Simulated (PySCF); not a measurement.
Job for PySCF: R-MP2/6-31G* on Si2H6 (SMILES [SiH3][SiH3]) with ghost functions, monomers drawn apart or pushed together.

```python
from pyscf import gto, scf, dft, mp
from pyscf.data.elements import chemcore

mol = gto.M(
    atom='''
    Si    1.02128988   -0.55463975    3.17593092
    Si   -1.06203084    0.50463319    2.97456969
    H     2.11474971    0.41298154    2.93083379
    H     1.12265595   -1.67409070    2.21234153
    H     1.14810657   -1.08929723    4.55391438
    H    -1.17932489    1.63106316    3.93088415
    H    -2.16898382   -0.45129204    3.21528514
    H    -1.24689547    1.06261748    1.60630926
    ghost-Cl    1.04904831    0.64379955   -0.35193283
    ghost-H   -0.00385700    0.90673945    0.33811639
    ''',
    basis='6-31g*',
    cart=True,
    charge=0, spin=0, verbose=3, max_memory=1800)
mf = scf.RHF(mol)
mf.conv_tol = 1e-8
mf.max_cycle = 100
mf.kernel()
if not mf.converged:
    mf = mf.newton().run(mf.mo_coeff, mf.mo_occ)
pt = mp.MP2(mf, frozen=chemcore(mol)).run()
```

Program output:

```
converged SCF energy = -581.305138032609
E(RMP2) = -581.465479020409  E_corr = -0.160340987800223
E(SCS-RMP2) = -581.47741408479  E_corr = -0.172276052180892
```

Self-consistency was reached.

Cost: very roughly 0.8 core-seconds.
